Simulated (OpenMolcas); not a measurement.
## Mo4+: effect of the metal basis

Mo4+ with its 6 nearest chloride ions at 2.422 Å, on the Zr site of Cs2ZrCl6 (a = 10.407 Å, distance in the model lattice 2.446 Å). The rest of the host is ab initio model potentials to 7.6 Å and point charges beyond; the distance is set by hand and nothing relaxes.

```
Program             : OpenMolcas
Method              : CASSCF
Spin-orbit coupling : state interaction with AMFI integrals over the reference wave functions
```

Fixed: ligand basis ANO-RCC-VDZP, active space 2 electrons in 5 orbitals (4d), DKH2 Hamiltonian.

States (labels of O, the rotations of Oh). Energies in cm-1 above the lowest state or level, χT in cm3 K/mol; under a threefold ground state the first gap can be a small split of the lowest multiplet, not the spin-orbit step; 10Dq and B are least-squares fits to the states below 45000 cm-1, weighted by degeneracy, with a free offset, and given where the rms deviation is under 5 % of |10Dq| (or 100 cm-1) and under 700 cm-1.

| Run | Metal basis | Ground state | First state of that spin | 10Dq | B (rms of fit) | First gap with spin-orbit (degeneracies) | χT at 300 K | First state of another spin | Cost |
| --- | --- | --- | --- | --- | --- | --- | --- | --- | --- |
| A | ANO-RCC-VDZP | 3T1 | 3T2 23605 | 23999 | 632 (405) | 23.4 (2, 3) | 0.421 | 1T2 9168 | roughly 25 core-seconds |
| B | ANO-RCC-VTZP | 3T1 | 3T2 22799 | 23284 | 640 (365) | 24.7 (2, 3) | 0.417 | 1T2 9297 | roughly 40 core-seconds |

Against A, |10Dq| changes by -3.0 % in B.

Costs are those of the RASSCF and RASSI steps.

An orbital triplet at a regular site is open to Jahn-Teller coupling, which can distort the site and quench the lowest spin-orbit gaps and is left out. Without dynamic correlation the repulsion within the d shell is too large (B by tens of per cent), so at a given field states of lower spin stand too high. With metal d orbitals alone the field can be off either way by tens of per cent. Ligand-to-metal charge-transfer states are missing. With no ligand orbital active B as a rule stays too high, so bands that hang on it stand too high and its fall with covalency is understated. The least metal-like active orbital is 69 % on the metal (Löwdin) and no ligand orbital is active, so the numbers are rough (holds for A). The least metal-like active orbital is 71 % on the metal (Löwdin) and no ligand orbital is active, so the numbers are rough (holds for B). No measured value stands beside these numbers; the geometry was set by hand and not optimised.
